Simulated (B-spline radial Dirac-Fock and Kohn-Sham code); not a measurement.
Dipole and non-dipole photoemission parameters of Cu 3p1/2

System: neutral copper, configuration 1s2 2s2 2p6 3s2 3p6 3d10 4s1; threshold 77.30 eV (tabulated edge). The computed values come from an atomic code on a B-spline grid: Dirac-Hartree-Slater photoionisation with a Latter tail; cross sections with all multipoles, angular parameters from the dipole term and its interference with E2.

The run's input, task.json:

```json
{"items": [{
  "Z": 29,
  "q": 0,
  "cfg": [[1, 0, 2], [2, 0, 2], [2, 1, 6], [3, 0, 2], [3, 1, 6], [3, 2, 10], [4, 0, 1]],
  "A": 63,
  "rrms": 3.8823,
  "do": "xps",
  "hv": [58.9, 60, 76.3, 94.8, 129.0, 208.0, 211.0, 241.0, 300, 325.0, 349.0, 413.0, 448.0, 523.0, 1000, 1150.0, 1160.0, 1490.0, 1840.0, 2000, 2020.0, 2170.0, 2984.4, 4890.0, 5414.7, 7650.0, 9690.0, 12000, 15000],
  "edges": {"K": 8979.0, "L1": 1096.7, "L2": 952.3, "L3": 932.7, "M1": 122.5, "M2": 77.3, "M3": 75.1}
}]}
```

Launch: `python xray2_run.py task.json out`

For linearly polarised light dσ/dΩ = σ/(4π) [1 + β P₂(cos θ) + (δ + γ cos²θ) sin θ cos φ], with θ from the polarisation vector and φ the angle between the beam and the projection of the electron momentum on the plane normal to the polarisation.

```tsv
hν (eV)	σ (kb)	β	γ	δ
94.8	195	0.907	-0.082	0.031
129	168	-0.157	0.016	0.057
208	243	1.113	0.165	0.010
211	243	1.132	0.162	0.009
241	233	1.281	0.125	0.004
300	199	1.439	0.055	0.000
325	185	1.479	0.032	-0.001
349	171	1.509	0.015	-0.001
413	139	1.562	-0.014	-0.001
448	124	1.580	-0.021	0.000
523	98.1	1.603	-0.021	0.001
1000	28.7	1.592	0.137	0.007
1150	21.0	1.571	0.197	0.009
1160	20.6	1.570	0.201	0.009
1490	11.5	1.520	0.327	0.015
1840	6.80	1.467	0.446	0.021
2000	5.49	1.444	0.494	0.024
2020	?	?	?	?
2170	4.44	1.419	0.543	0.027
2984.4	1.88	1.313	0.739	0.044
4890	0.450	1.119	1.044	0.085
5414.7	0.331	1.076	1.106	0.097
7650	0.113	0.926	1.309	0.144
9690	0.0524	0.822	1.437	0.186
12000	0.0258	0.729	1.544	0.230
15000	0.0122	0.637	1.651	0.283
```

Question: Give the values at 2020 eV.

Answer: σ = 5.35 kb, β = 1.441, γ = 0.500, δ = 0.024.
